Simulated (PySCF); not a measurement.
Compound: C₅H₁₂NSi (doublet state).
Cartesian coordinates in Å at the GFN2-xTB level; atoms count from 1:
```
atom  x, y, z in Å
C1    -1.9924    1.3191    0.7722
C2    -1.8431    0.0418   -0.0448
Si3   -0.1609   -0.8069    0.2065
N4    -0.1030   -2.1181   -0.9158
C5     1.2555    0.3474   -0.3012
C6     1.8636    1.2613    0.6505
C7     2.6700    0.1211    0.2246
H8    -1.9074    1.1058    1.8355
H9    -1.2155    2.0318    0.5066
H10   -2.9609    1.7854    0.5957
H11   -1.9778    0.2775   -1.1009
H12   -2.6461   -0.6470    0.2206
H13    0.0138   -1.1734    1.6271
H14   -0.8754   -2.7630   -0.9537
H15    0.7637   -2.6151   -1.0430
H16    1.2010    0.6749   -1.3346
H17    1.5576    1.5782    1.6247
H18    2.8538   -0.7013    0.9099
H19    3.4937    0.2898   -0.4571
```

The hyperfine couplings belong to this conformer and change with its torsions.

The species is `CC[Si@@H](N)[C@@H]1C[CH]1` [radical].

Theory: PySCF, UKS B3LYP, pcH-1 on C H N Si, non-relativistic, mean-field spin-orbit, GIAO. One conformer (not necessarily the lowest) at the GFN2-xTB geometry, without solvent, vibrations or thermal averaging. The geometry wasn't refined by DFT: couplings that depend on bond lengths, twists or pyramidal angles can differ widely from those at the functional's own minimum. The SCF solution wasn't tested for stability.

Match the computed a_iso(13C) values +289.2, -22.1, -16.2, -0.5 MHz with the sites C2; C5; C6; C7.

| site | a_iso (MHz) | ρ(0) (bohr⁻³) | position | distance from C6 (Å) | spin population | largest \|T\| (MHz) |
| --- | --- | --- | --- | --- | --- | --- |
| C2 | -0.5 | -0.0005 | 3 bonds from C6 | 3.96 | 0.00 | 0.5 |
| C5 | -22.1 | -0.0197 | 1 bond from C6 | 1.45 | -0.04 | 7.4 |
| C6 | +289.2 | +0.2573 | largest spin population | 0.00 | +0.96 | 145.7 |
| C7 | -16.2 | -0.0144 | 1 bond from C6 | 1.46 | -0.04 | 4.1 |

ρ(0) is the spin density at the nucleus and T the dipolar tensor; a_iso includes a spin–orbit part; entries for several nuclei are means. The largest Mulliken spin population is on C6 (+0.96). The angles at C6 add up to 325.7°, so it is pyramidal.

The spin density at the nucleus, in bohr⁻³, is negative for C5 (-0.0197) and C7 (-0.0144), for instance. A restricted open-shell determinant has no negative spin density anywhere; here it arises because α and β orbitals differ (spin polarisation).

Means are taken over nuclei equivalent by connectivity, which assumes that they swap fast. The 1H value of +3.1 MHz is a mean of couplings from 0.1 to 6.1 MHz in this one geometry, not an average over conformers.
